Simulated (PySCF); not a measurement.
Vertical excitations of a molecule C5H6O from TDA-CAM-B3LYP/def2-SVPD run with PySCF 2.14.0, as energy in eV (oscillator strength): 5.58 (0.000), 5.68 (0.356), 5.92 (0.000), 6.36 (0.008), 6.67 (0.082), 7.11 (0.004), 7.31 (0.005), 7.34 (0.018), 7.91 (0.003), 8.05 (0.001). Lowest triplet (TDA): 3.14 eV. Geometry optimised at B3LYP-D3(BJ)/def2-SVP. One conformer was computed; it need not be the lowest.

### Question
Pick the molecule that these values belong to.
A. C#CC(=C)OC
B. C=C1C=CCO1
C. C#C[C@H](C)C=O
D. C#C/C=C\OC

### Answer
A, C#CC(=C)OC
